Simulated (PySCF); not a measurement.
Two-component Hartree-Fock for Eu²⁷⁺ (europium, charge +27)

Start: [Kr]. Calculated with PySCF 2.14 in an uncontracted even-tempered set (17 s from 2.3 bohr⁻², ratio 2.8; 14 p from 2.9 bohr⁻², ratio 2.8; 9 d from 5.2 bohr⁻², ratio 2.8; 4 f from 16 bohr⁻², ratio 3): generalised Hartree-Fock with the X2C-1e Hamiltonian and a Gaussian nucleus; spin-orbit coupling (SO) screened by Boettger's factors.

| spinor shell | electrons | ε, screened SO (eV) | weight of nominal j (screened SO) | rms radius, screened SO (bohr) |
| --- | --- | --- | --- | --- |
| 1s1/2 | 2 | -49670.3 | 1.000 | 0.0254 |
| 2s1/2 | 2 | -9040.7 | 1.000 | 0.103 |
| 2p1/2 | 2 | -8609.4 | 1.000 | 0.0881 |
| 2p3/2 | 4 | -7956.2 | 1.000 | 0.0944 |
| 3s1/2 | 2 | -2720.4 | 1.000 | 0.263 |
| 3p1/2 | 2 | -2534.7 | 1.000 | 0.254 |
| 3p3/2 | 4 | -2395.4 | 1.000 | 0.267 |
| 3d3/2 | 4 | -2079.2 | 1.000 | 0.239 |
| 3d5/2 | 6 | -2049.1 | 1.000 | 0.242 |
| 4s1/2 | 2 | -1157.3 | 1.000 | 0.558 |
| 4p1/2 | 2 | -1075.0 | 1.000 | 0.565 |

**Question.** Where does 4p3/2 lie, and what is the 4p spin-orbit splitting (screened SO)?

**Answer.** At -1034.8 eV, 40.196 eV above 4p1/2.

```
   quantity   screened SO
E (hartree)  -10492.97288
        M_J             0
       ⟨J²⟩         0.000
       ⟨L²⟩         0.040
       ⟨S²⟩         0.040
```

Breit and QED terms are absent; they matter most for the inner s and p1/2 levels.

Densities and radii are taken from the X2C orbitals without a picture-change correction, which distorts them close to the nucleus.
